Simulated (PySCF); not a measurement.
**Energy of Pm⁺ (promethium, charge +1) between two integer charges**

The 6s alpha orbital of [Xe] 4f5 6s1 is emptied in steps (occupation f), with all orbitals relaxed, ending at [Xe] 4f5. Calculation: PySCF 2.14, in def2-TZVP with the def2 core potential (28 electrons); scalar relativity through the core potential. The exact energy is a straight line in f; departures are measured from the line between the end points of the same method.

```
  f  PBE0 (eV)  r2SCAN (eV)
  1      0.000        0.000
0.9     -0.164       -0.198
0.7     -0.384       -0.470
0.5     -0.459       -0.570
0.3     -0.387       -0.486
0.1     -0.163       -0.217
  0      0.000        0.000
```

```tsv
method	E(f=0) − E(f=1) (eV)	−ε at f=1 (eV)	−ε at f=0.5 (eV)
PBE0	11.024	9.200	11.015
r2SCAN	10.984	8.787	10.938
```

Orbital energy along the path (eV):

| f | PBE0 | r2SCAN |
| --- | --- | --- |
| 1 | -9.200 | -8.787 |
| 0.9 | -9.562 | -9.212 |
| 0.7 | -10.286 | -10.047 |
| 0.5 | -11.015 | -10.938 |
| 0.3 | -11.761 | -11.857 |
| 0.1 | -12.515 | -12.857 |
| 0 | -12.707 | -13.451 |

Reference removal energy between the ground levels: 10.938 ± 0.02 eV (semi-empirical (NIST evaluation); NIST Atomic Spectra Database, ionization energies). The calculation has no spin-orbit coupling.
